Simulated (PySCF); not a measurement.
PySCF input file for Te(Br)(OSiH3) (BrH₃OSiTe), SMILES [SiH3]O[Te]Br, TDDFT-PBE/def2-SVPD. The structure is a stationary point at B3LYP-D3(BJ)/def2-SVP. The structure was generated by enumeration, and PubChem lists no compound with its InChIKey, so it may never have been made. The def2 effective core potentials stand for the cores of Te; spin–orbit coupling is left out. The values are those of a single conformer.

```python
import numpy as np
from pyscf import gto, scf, dft, tdscf

mol = gto.M(
    atom='''
    Te    0.28385854    0.02920631    0.94931610
    Br   -1.68295607    0.69726043   -0.51353421
    O     1.70116078   -0.15261154   -0.43984535
    Si    1.78855330   -1.39098354   -1.58051217
    H     1.70221935   -2.72448308   -0.91631541
    H     3.10515780   -1.23430621   -2.25359393
    H     0.68640845   -1.26939236   -2.57489788
    ''',
    basis='def2-SVPD',
    ecp={'Te': 'def2-svp'},
    charge=0,
    spin=0,
    max_memory=1600,
    verbose=4,
)
mf = dft.RKS(mol, xc='pbe').density_fit(auxbasis='def2-universal-jkfit')
mf.grids.level = 3
mf.conv_tol = 1e-9
mf.max_cycle = 100
mf.kernel()
mf.grids = dft.Grids(mol).set(level=1).build(with_non0tab=True)  # coarser grid for the response kernel
td = tdscf.TDDFT(mf)
td.singlet = True
td.nstates = 10
td.conv_tol = 1e-4
td.positive_eig_threshold = 1e-6
td.kernel(x0=td.get_init_guess(mf, 15))
td.analyze()
tt = tdscf.TDA(mf)
tt.singlet = False
tt.nstates = 4
tt.conv_tol = 1e-4
tt.positive_eig_threshold = 1e-6
tt.kernel(x0=tt.get_init_guess(mf, 9))
tt.analyze(verbose=3)
```

Output:

```
PySCF version 2.14.0

[INPUT] verbose = 4
[INPUT] num. atoms = 7
[INPUT] num. electrons = 84
[INPUT] charge = 0
[INPUT] spin (= nelec alpha-beta = 2S) = 0
[INPUT] symmetry False subgroup None
[INPUT] Mole.unit = angstrom
[INPUT] Symbol           X                Y                Z      unit          X                Y                Z       unit  Magmom
[INPUT]  1 Te     0.283858540000   0.029206310000   0.949316100000 AA    0.536414898719   0.055191927009   1.793947434640 Bohr   0.0
[INPUT]  2 Br    -1.682956070000   0.697260430000  -0.513534210000 AA   -3.180326051974   1.317631250196  -0.970439012495 Bohr   0.0
[INPUT]  3 O      1.701160780000  -0.152611540000  -0.439845350000 AA    3.214727968051  -0.288394014048  -0.831187248663 Bohr   0.0
[INPUT]  4 Si     1.788553300000  -1.390983540000  -1.580512170000 AA    3.379875896187  -2.628577934378  -2.986735137842 Bohr   0.0
[INPUT]  5 H      1.702219350000  -2.724483080000  -0.916315410000 AA    3.216728375435  -5.148526852211  -1.731585168619 Bohr   0.0
[INPUT]  6 H      3.105157800000  -1.234306210000  -2.253593930000 AA    5.867897815557  -2.332500690750  -4.258675323682 Bohr   0.0
[INPUT]  7 H      0.686408450000  -1.269392360000  -2.574897880000 AA    1.297123980087  -2.398803905015  -4.865851791923 Bohr   0.0

nuclear repulsion = 462.293635382485
number of shells = 59
number of NR pGTOs = 258
number of NR cGTOs = 147
basis = def2-SVPD
ecp = {'Te': 'def2-svp'}


******** <class 'pyscf.df.df_jk.DFRKS'> ********
method = DFRKS
initial guess = minao
damping factor = 0
level_shift factor = 0
DIIS = <class 'pyscf.scf.diis.CDIIS'>
diis_start_cycle = 1
diis_space = 8
diis_damp = 0
SCF conv_tol = 1e-09
SCF conv_tol_grad = None
SCF max_cycles = 100
direct_scf = False
XC library pyscf.dft.libxc version 7.1.2
    S. Lehtola, C. Steigemann, M. J. T. Oliveira, and M. A. L. Marques,  SoftwareX 7, 1–5 (2018)
XC functionals = pbe
    J. P. Perdew, K. Burke, and M. Ernzerhof,  Phys. Rev. Lett. 77, 3865 (1996)
    J. P. Perdew, K. Burke, and M. Ernzerhof,  Phys. Rev. Lett. 78, 1396 (1997)
    J. P. Perdew, K. Burke, and M. Ernzerhof,  Phys. Rev. Lett. 77, 3865 (1996)
    J. P. Perdew, K. Burke, and M. Ernzerhof,  Phys. Rev. Lett. 78, 1396 (1997)
radial grids:
    Treutler-Ahlrichs [JCP 102, 346 (1995); DOI:10.1063/1.469408] (M4) radial grids

becke partition: Becke, JCP 88, 2547 (1988); DOI:10.1063/1.454033
pruning grids: <function nwchem_prune>
grids dens level: 3
symmetrized grids: False
atomic radii adjust function: <function treutler_atomic_radii_adjust>
small_rho_cutoff = 0
Set gradient conv threshold to 3.16228e-05
Initial guess from minao.
tot grids = 105072
init E= -3178.80006034052
  HOMO = -0.630151283760318  LUMO = -0.5876761331803  gap/eV = 1.15581
cycle= 1 E= -3201.15663398777  delta_E= -22.4  |g|= 3.92  |ddm|= 12.1
  HOMO = -0.107703504692411  LUMO = -0.101094785986496  gap/eV = 0.17983
cycle= 2 E= -3052.09604604954  delta_E=  149  |g|= 12.8  |ddm|= 88.1
  HOMO = -0.0970762161061472  LUMO = -0.0697211937330405  gap/eV = 0.74437
cycle= 3 E= -3204.91904786974  delta_E= -153  |g|= 2.45  |ddm|=   87
  HOMO = -0.165936830396707  LUMO = -0.149335000172715  gap/eV = 0.45176
cycle= 4 E= -3205.48403169126  delta_E= -0.565  |g|= 2.33  |ddm|= 6.23
  HOMO = -0.17425446610972  LUMO = -0.149509160673964  gap/eV = 0.67335
cycle= 5 E= -3206.29179150947  delta_E= -0.808  |g|= 1.99  |ddm|= 4.31
  HOMO = -0.167747010713731  LUMO = -0.115518697251907  gap/eV = 1.42120
cycle= 6 E= -3207.42815661793  delta_E= -1.14  |g|= 0.889  |ddm|=  2.9
  HOMO = -0.193332997185862  LUMO = -0.123539256889223  gap/eV = 1.89918
cycle= 7 E= -3207.57022991822  delta_E= -0.142  |g|= 0.529  |ddm|= 1.74
  HOMO = -0.193410979318337  LUMO = -0.128288940767221  gap/eV = 1.77206
cycle= 8 E= -3207.65074327439  delta_E= -0.0805  |g|= 0.0859  |ddm|= 0.618
  HOMO = -0.198780853857762  LUMO = -0.135791908258975  gap/eV = 1.71402
cycle= 9 E= -3207.65368393831  delta_E= -0.00294  |g|= 0.0285  |ddm|= 0.165
  HOMO = -0.198110623713418  LUMO = -0.135954541897163  gap/eV = 1.69135
cycle= 10 E= -3207.65392274655  delta_E= -0.000239  |g|= 0.0126  |ddm|= 0.068
  HOMO = -0.198441433991647  LUMO = -0.136162122841814  gap/eV = 1.69471
cycle= 11 E= -3207.65397963426  delta_E= -5.69e-05  |g|= 0.00215  |ddm|= 0.0241
  HOMO = -0.198274269400983  LUMO = -0.136044532050095  gap/eV = 1.69336
cycle= 12 E= -3207.65398113963  delta_E= -1.51e-06  |g|= 0.000773  |ddm|= 0.00399
  HOMO = -0.198320530488814  LUMO = -0.136102803096216  gap/eV = 1.69303
cycle= 13 E= -3207.65398136023  delta_E= -2.21e-07  |g|= 0.000164  |ddm|= 0.00138
  HOMO = -0.198335798199523  LUMO = -0.136115670919883  gap/eV = 1.69310
cycle= 14 E= -3207.65398137056  delta_E= -1.03e-08  |g|= 4.17e-05  |ddm|= 0.00033
  HOMO = -0.198333012737535  LUMO = -0.136112602798463  gap/eV = 1.69310
cycle= 15 E= -3207.65398137097  delta_E= -4.05e-10  |g|= 6.08e-06  |ddm|= 6.47e-05
  HOMO = -0.19833306595882  LUMO = -0.136112764523998  gap/eV = 1.69310
Extra cycle  E= -3207.65398137097  delta_E= 1.36e-12  |g|= 6.99e-06  |ddm|= 2.52e-05
converged SCF energy = -3207.65398137097
tot grids = 34368
Overwritten attributes  positive_eig_threshold  of <class 'pyscf.tdscf.rks.CasidaTDDFT'>


******** <class 'pyscf.tdscf.rks.CasidaTDDFT'> for <class 'pyscf.df.df_jk.DFRKS'> ********
nstates = 10 singlet
deg_eia_thresh = 1.000e-03
wfnsym = None
conv_tol = 0.0001
eigh lindep = 1e-12
eigh level_shift = 0
eigh max_cycle = 100


Excitation energies (eV)
[1.99201594 2.50503083 4.01430002 4.06579891 4.30890749 4.43257728
 4.51178064 4.67438128 4.68927057 4.80230007]

** Singlet excitation energies and oscillator strengths **
Excited State   1:      1.99202 eV    622.41 nm  f=0.0011
      42 -> 43       -0.70773
Excited State   2:      2.50503 eV    494.94 nm  f=0.0002
      42 -> 44        0.70552
Excited State   3:      4.01430 eV    308.86 nm  f=0.0082
      40 -> 43       -0.32879
      40 -> 44       -0.13092
      41 -> 43       -0.59892
Excited State   4:      4.06580 eV    304.94 nm  f=0.0059
      40 -> 43       -0.61688
      41 -> 43        0.32487
Excited State   5:      4.30891 eV    287.74 nm  f=0.0043
      39 -> 43       -0.65958
      40 -> 44        0.22694
Excited State   6:      4.43258 eV    279.71 nm  f=0.0014
      40 -> 44       -0.22745
      41 -> 44       -0.65885
Excited State   7:      4.51178 eV    274.80 nm  f=0.0007
      38 -> 43        0.69086
Excited State   8:      4.67438 eV    265.24 nm  f=0.0379
      37 -> 43        0.22924
      39 -> 43        0.18373
      39 -> 44        0.11180
      40 -> 44        0.56068
      41 -> 43       -0.12223
      41 -> 44       -0.22579
Excited State   9:      4.68927 eV    264.40 nm  f=0.0004
      39 -> 44        0.68857
      40 -> 44       -0.11037
Excited State  10:      4.80230 eV    258.18 nm  f=0.0142
      42 -> 45        0.70068

** Transition electric dipole moments (AU) **
state          X           Y           Z        Dip. S.      Osc.
  1        -0.0108     -0.1500     -0.0125      0.0228      0.0011
  2         0.0336      0.0080     -0.0446      0.0032      0.0002
  3         0.2642     -0.1066     -0.0488      0.0835      0.0082
  4        -0.0527      0.0398      0.2343      0.0592      0.0059
  5        -0.0868      0.1798      0.0274      0.0406      0.0043
  6         0.0252     -0.0353      0.1070      0.0133      0.0014
  7        -0.0402      0.0226     -0.0618      0.0059      0.0007
  8         0.5038     -0.2539     -0.1130      0.3310      0.0379
  9        -0.0390      0.0110      0.0403      0.0033      0.0004
 10         0.0571      0.3410      0.0358      0.1208      0.0142

WARN: ECP detected. Skipping calculation of transition velocity and magnetic dipole moments, which have not yet been implemented.

Overwritten attributes  positive_eig_threshold  of <class 'pyscf.tdscf.rks.TDA'>


******** <class 'pyscf.tdscf.rks.TDA'> for <class 'pyscf.df.df_jk.DFRKS'> ********
nstates = 4 triplet
deg_eia_thresh = 1.000e-03
wfnsym = None
conv_tol = 0.0001
eigh lindep = 1e-12
eigh level_shift = 0
eigh max_cycle = 100


Excitation energies (eV)
[1.40281372 1.87021674 3.61423733 3.65374753]

** Triplet excitation energies and oscillator strengths **
Excited State   1:      1.40281 eV    883.83 nm  f=0.0000
Excited State   2:      1.87022 eV    662.94 nm  f=0.0000
Excited State   3:      3.61424 eV    343.04 nm  f=0.0000
Excited State   4:      3.65375 eV    339.33 nm  f=0.0000
```

The calculation finished and met its thresholds.
